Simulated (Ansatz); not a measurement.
One change: `FC1BN1` becomes `[SiH3]C1BN1`.

Ansatz, PBE0-D4/def2-TZVP geometries, multiplicity 1. 

| property | `FC1BN1` |
| --- | --- |
| ideal-gas entropy at 298 K and 1 bar (rigid rotor, harmonic PBE0-D4/def2-TZVP) / J/(mol·K) | 271 |
| HOMO–LUMO gap (B3LYP/def2-TZVPP) / eV | 7.26 |
| HOMO–LUMO gap (ωB97M-V/def2-TZVPP) / eV | 11.93 |
| LUMO energy (PBE/def2-TZVPP) / eV | -1.24 |
| HOMO energy (PBE/def2-TZVPP) / eV | -6.50 |
| LUMO energy (PBE0/def2-TZVPP) / eV | -0.24 |

Q: What does the change do to each property? (An estimate is asked.)

A: The calculation gave: 
```json
{"property": "ideal-gas entropy at 298 K and 1 bar (rigid rotor, harmonic PBE0-D4/def2-TZVP) / J/(mol·K)", "`[SiH3]C1BN1`": "314", "shift": "43"}
{"property": "HOMO–LUMO gap (B3LYP/def2-TZVPP) / eV", "`[SiH3]C1BN1`": "6.83", "shift": "-0.43"}
{"property": "HOMO–LUMO gap (ωB97M-V/def2-TZVPP) / eV", "`[SiH3]C1BN1`": "11.38", "shift": "-0.55"}
{"property": "LUMO energy (PBE/def2-TZVPP) / eV", "`[SiH3]C1BN1`": "-1.15", "shift": "0.09"}
{"property": "HOMO energy (PBE/def2-TZVPP) / eV", "`[SiH3]C1BN1`": "-6.21", "shift": "0.29"}
{"property": "LUMO energy (PBE0/def2-TZVPP) / eV", "`[SiH3]C1BN1`": "-0.17", "shift": "0.07"}
```

With PBE0 the HOMO rises by 0.52 eV and the LUMO rises by 0.07 eV, so the gap narrows by about 0.45 eV. PBE moves the HOMO by 0.29 eV and ωB97M-V by 0.57 eV. The zero-point energy changes by 56.6 kJ/mol with +9 modes.

B3LYP here is the variant with VWN-RPA as its local correlation; programs differ in this.
